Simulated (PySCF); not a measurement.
Species: CH13NSi4.
Numbering: `[SiH3:1][CH2:2][SiH2:3][N:4]([SiH3:5])[SiH3:6]` (hydrogens: H7, H8, H9 on Si1; H10, H11 on C2; H12, H13 on Si3; H14, H15, H16 on Si5; H17, H18, H19 on Si6)

Computed, not measured: PySCF 2.14.0, PBE0-D3(BJ)/def2-SVP geometry optimisation, gas phase.

(1) Give the optimised bond lengths and angles.

## Answers

(1) 
```
                    bond  length (Å)   order
                  Si1–C2       1.884  single
                  C2–Si3       1.876  single
                  Si3–N4       1.760  single
          N4–Si5, N4–Si6       1.754  single
  Si1–H7, Si1–H8, Si1–H9       1.495  single
          C2–H10, C2–H11       1.103  single
        Si3–H12, Si3–H13       1.496  single
Si5–H14 and 5 like bonds       1.495  single
```

Bonds in one row agree within 0.01 Å and their mean is given. Orders are formal, as drawn. A selection of angles:
```
      angle  degrees
  C2–Si1–H7    110.5
  C2–Si1–H9    110.5
  H7–Si1–H8    108.2
  H7–Si1–H9    108.7
 Si1–C2–Si3    112.9
 Si1–C2–H10    109.2
 Si3–C2–H10    108.5
 H10–C2–H11    107.0
  C2–Si3–N4    111.1
 C2–Si3–H12    110.4
 N4–Si3–H12    110.6
 N4–Si3–H13    105.9
H12–Si3–H13    109.0
 Si3–N4–Si5    120.0
 Si5–N4–Si6    120.2
 N4–Si5–H14    111.1
 N4–Si5–H16    107.5
H14–Si5–H15    108.2
H14–Si5–H16    109.4
```

Torsions: Si1–C2–Si3–N4 -33° (synclinal); C2–Si3–N4–Si5 -67° (synclinal). The mirror-image conformer, all signs reversed, is as good.

Si1 (SiH3 silicon) is tetrahedral (angles from 108.1° to 110.8°). Si5 (SiH3 silicon) is tetrahedral (angles from 107.5° to 112.1°). N4 (nitrogen bridging silicon atoms) is planar (angles 120.2°, 120.0° and 119.6°, sum 359.8°, 0.05 Å off the plane of its three neighbours). Si3 (SiH2 silicon) is distorted tetrahedral (angles from 105.9° to 111.1°). Of the pairs four or more bonds apart, Si1···Si5 is among the closest relative to their van der Waals radii: 4.01 Å, 96 % of the sum of Bondi's values.

Point group: C1 (no symmetry element, even within 0.4 Å). PBE0-D3(BJ)/def2-SVP frequencies: not computed here. One conformer, not necessarily the lowest.

On one thread of an x86-64 server, no GPU (shared host), this took 4.2 min wall. These figures are those of the optimisation.
